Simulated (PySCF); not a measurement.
B(AsH2)(H)2 (AsBH4), SMILES B[AsH2]. Geometry: r2SCAN-D4/def2-TZVP.

Give the equilibrium geometry at r2SCAN-D4/def2-TZVP (PySCF confirms it by a frequency run) as a Z-matrix, and its point group. (An estimate is asked for; the answer gives what the named calculation found.)

point group Cs.
```
B
H 1 1.1921
H 1 1.1921 2 120.59
As 1 1.9763 2 119.36 3 -170.42
H 4 1.5097 1 100.90 2 -144.90
H 4 1.5097 5 97.88 1 -102.78
```
Charge 0, spin multiplicity 1.
